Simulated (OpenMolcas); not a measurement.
Sn II: effect of the basis set

| Item | Value |
| --- | --- |
| Program | OpenMolcas 26.06 |
| Method | CASSCF |
| Active space | 3 electrons in 8 orbitals (5s 5p 6s 6p) |
| State averaging | 2S+1 = 4 odd, 1 root; 2S+1 = 2 odd, 3 roots; 2S+1 = 4 even, 3 roots; 2S+1 = 2 even, 6 roots |
| Spin-orbit coupling | RASSI with atomic mean-field integrals over the reference wave functions, term energies averaged over their components |

A. ANO-RCC-VTZP [7s6p4d2f1g], DKH2, point nucleus; cost of the order of 14 core-seconds
B. ANO-RCC-VQZP [8s7p5d3f2g], DKH2, point nucleus; cost roughly 22 core-seconds
C. ANO-RCC [10s9p8d5f3g], DKH2, point nucleus; cost about 80 core-seconds

Energies in cm-1 above 5s2 5p 2P* 1/2, the measured ground level; measured values from NIST Handbook of Basic Atomic Spectroscopic Data.

| Level | A | B | C | Measured |
| --- | --- | --- | --- | --- |
| 5s2 5p 2P* 1/2 | 0.0 | 0.0 | 0.0 | 0.0 |
| 5s2 5p 2P* 3/2 | 3424 | 3477 | 3497 | 4251 |
| 5s 5p2 4P 1/2 | 39352 | 39546 | 39421 | 46464 |
| 5s 5p2 4P 3/2 | 40654 | 40842 | 40744 | 48368 |
| 5s 5p2 4P 5/2 | 42751 | 42927 | 42874 | 50730 |

Deviations, from unrounded energies. A percentage is the sum of absolute deviations over the sum of measured energies, with the sign that they share, or ± where signs differ.

```
                  Against measurement  Levels      A      B      C
       mean absolute deviation (cm-1)       4   5900   5800   5800
fine structure of the ground term (%)       1  -19.5  -18.2  -17.7
             other configurations (%)       3  -15.7  -15.3  -15.5
```

A, B, C lie about equally close to measurement. The largest miss of B in the table is 5s 5p2 4P 5/2, by -7800 cm-1. The ranking rests on the paired levels alone, and a cruder setting can come out closer through cancelling errors.

Among A to C the level of the table that moves most is 5s 5p2 4P 1/2, by 190 cm-1 (lowest in A, highest in B).

The run also gave levels led by 5s2 6s, which use shells meant for correlation; these and all levels above them are left out. Terms of s pⁿ other than that of highest spin mix with s² pⁿ⁻² d, which this space lacks; all of them can be thousands of cm-1 off, and some have no real level of that name. Measured partners are found by configuration, term and J. A level has none where our copy of the source lacks it or the pairing is in doubt (some pairs that miss far off the trend of their configuration count as doubtful), and it then counts in no deviation. Only configurations of the active space appear. The table leaves out levels that lie high or whose names do not pair safely across all columns.

* marks odd parity.
